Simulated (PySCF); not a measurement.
```xyz
4

Br     2.1553    -0.6823     0.0355
Ga     0.0001     0.0000     0.0000
Br    -1.6679    -1.5252    -0.0617
Br    -0.4875     2.2076     0.0261
```

Charge 0, multiplicity 1.

Question: Give the Mulliken and meta-Löwdin atomic charges from PySCF 2.14.0 with PBE0-D3(BJ)/def2-TZVP.

Answer: 
| atom | Mulliken (e) | meta-Löwdin (e) |
|---|---|---|
| Br1 | -0.20 | -0.20 |
| Ga2 | 0.61 | 0.61 |
| Br3 | -0.20 | -0.20 |
| Br4 | -0.20 | -0.20 |
